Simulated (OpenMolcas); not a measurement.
**SiH4O3 (SMILES O[SiH](O)O): methods side by side**

SiH4O3: 8 atoms, total charge 0, spin state singlet. SMILES: `O[SiH](O)O`. The shape is that of a PBE0-D4/def2-TZVP optimisation. This is one conformer, not always the lowest.

```xyz
8

O     0.0579    1.6188   -0.2250
Si   -0.1716    0.0826    0.2692
O     1.1693   -0.8611    0.1965
O    -1.2508   -0.6397   -0.7213
H     0.1768    1.7698   -1.1645
H    -0.6428    0.2094    1.6620
H     1.8949   -0.6550    0.7868
H    -1.1417   -1.5817   -0.8597
```

Quantity: the energy change with the O3–H7 bond stretched from 0.958 to 1.102 Å, in eV. The values are calculated.

```tsv
level	kind	program	value (eV)	less CCSD(T)/6-311+G**
HF/6-311+G** (restricted)	Hartree–Fock	OpenMolcas	0.56	+0.15
SVWN5/6-311+G** (restricted)	LDA	OpenMolcas	0.32	-0.09
PBE/6-311+G** (restricted)	GGA	OpenMolcas	0.33	-0.08
revPBE/6-311+G** (restricted)	GGA	OpenMolcas	0.33	-0.08
r2SCAN/6-311+G** (restricted)	meta-GGA	OpenMolcas	0.39	-0.02
PBE0/6-311+G** (restricted)	global hybrid	OpenMolcas	0.41	0.00
B2PLYP/6-311+G** (restricted)	double hybrid	OpenMolcas	0.40	-0.01
MP2/6-311+G** (restricted)	perturbation theory	OpenMolcas	0.41	0.00
CCSD(T)/6-311+G** (Cholesky decomposition) (restricted)	coupled cluster or CI	OpenMolcas	0.41	0.00
```

CCSD(T)/6-311+G** (Cholesky decomposition) (restricted) is the highest level here, not the true value. The first shape isn't each level's own minimum. The values span 0.32 to 0.56 eV.
